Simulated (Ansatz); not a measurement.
Relaxation of F3GeH2 (6 atoms, charge 0, multiplicity 2), to a largest force component of 0.03 eV/Å in at most 50 steps.

These are results of UKS B3LYP-D4/def2-SVP in Ansatz 0.2.0, not measurements.

```xyz
6
Properties=species:S:1:pos:R:3
Ge -0.029 0.050 -0.086
F 0.015 -0.025 1.615
F 1.606 -0.021 -0.616
H -0.745 1.290 -0.596
F -0.784 -1.402 -0.616
H -0.001 0.001 3.743
```

Where does it end, and by what steps?

It converged. The force dipped under the threshold on the way, but the program's further checks kept it going. After 5 steps the energy has fallen by 0.054 eV; H6 moved furthest, 0.48 Å.

| step | energy less start (eV) | largest force component (eV/Å) | accepted |
| --- | --- | --- | --- |
| 0 | 0.0000 | 0.672 | yes |
| 1 | -0.0248 | 0.290 | yes |
| 2 | -0.0468 | 0.065 | yes |
| 3 | -0.0520 | 0.029 | yes |
| 4 | -0.0538 | 0.011 | yes |
| 5 | -0.0542 | 0.003 | yes |

```xyz
6
Properties=species:S:1:pos:R:3
Ge -0.029 0.051 -0.186
F 0.011 -0.018 1.533
F 1.606 -0.025 -0.714
H -0.745 1.291 -0.698
F -0.780 -1.403 -0.715
H 0.000 -0.001 4.225
```

Whether the end is a true minimum wasn't checked by a vibrational analysis.

Time of the run: 14 s on 2 threads of Arm Neoverse V2 (shared host), peak memory 0.23 GiB.
